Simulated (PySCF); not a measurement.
Compound: C₅H₆Cl₂O.
Atom-mapped SMILES: `[Cl:1][CH:2]([Cl:3])[C@H:4]1[CH:5]=[CH:6][CH2:7][O:8]1`

Cartesian coordinates in Å at the GFN2-xTB level; atoms count from 1:
```
atom  x, y, z in Å
Cl1    1.2733    1.8310    0.7641
C2     1.7031    0.5034   -0.3296
Cl3    3.1055   -0.3678    0.3126
C4     0.5186   -0.4636   -0.5127
C5    -0.1014   -0.8639    0.7959
C6    -1.3239   -0.3694    0.8648
C7    -1.6391    0.3761   -0.3929
O8    -0.5119    0.1720   -1.2384
H9     1.9862    0.9477   -1.2857
H10    0.8903   -1.3209   -1.0931
H11    0.4380   -1.4340    1.5265
H12   -2.0276   -0.4505    1.6707
H13   -2.5297   -0.0092   -0.9024
H14   -1.7821    1.4486   -0.2019
```

NICS is the negative of the GIAO shielding at a point without a nucleus: at the ring centre (0) and 1 Å above and below it (1); zz is the component along the ring normal. Level: GIAO PBE0/pcSseg-1 (PySCF, non-relativistic, gas phase) on the GFN2-xTB geometry, one conformer.

Ring bond lengths (Å), with Mayer bond orders in brackets: C4–C5 1.502 (1.02), C5–C6 1.321 (1.85), C6–C7 1.496 (1.04), C7–O8 1.424 (0.91), O8–C4 1.412 (0.95).

Task: What do the NICS probes read (ppm)?

Result: 
```tsv
ring	type	NICS(0)	NICS(1), two faces	NICS(1)zz, two faces	rms pucker (Å)	centre to ring atoms, mean (Å)
C4–C5–C6–C7–O8	5-membered ring with O; formal bonds 1 double, 4 single	-5.6	-3.6 / -3.9	-7.5 / -9.6	0.04	1.22
```

Task: What can be read from them?

Result: 
- C4–C5–C6–C7–O8: mean NICS(1)zz -8.6 ppm, shielded. C4, C7 have four or more neighbours; no verdict on aromaticity is drawn.

Task: How shielded are the nuclei of the rings and their hydrogens (means over atoms taken as equivalent)?

Result: 
| atoms | environment | σ isotropic (ppm) | principal values of the symmetric part, first atom (ppm) |
| --- | --- | --- | --- |
| C4 | sp3 carbon bound to oxygen | 90.1 | 61.1, 82.1, 127.2 |
| C5 | alkene CH carbon | 54.6 | -54.1, 72.3, 145.8 |
| C6 | alkene CH carbon | 46.0 | -66.2, 60.7, 143.5 |
| C7 | sp3 carbon bound to oxygen | 104.1 | 65.2, 96.2, 150.9 |
| O8 | cyclic ether oxygen | 269.4 | 210.2, 260.2, 337.8 |
| H10 | methine hydrogen | 26.36 | 21.9, 27.5, 29.6 |
| H11 | vinylic hydrogen | 25.59 | 22.3, 26.4, 28.0 |
| H12 | vinylic hydrogen | 25.32 | 23.2, 24.9, 27.9 |
| H13 | methylene hydrogen | 26.69 | 22.2, 24.7, 33.2 |
| H14 | methylene hydrogen | 26.59 | 22.9, 24.7, 32.2 |

The run took about 80 s of CPU time (with the writing of density and orbital grids) (one thread, shared machine). This is the whole shielding run at PBE0/pcSseg-1, SCF included.
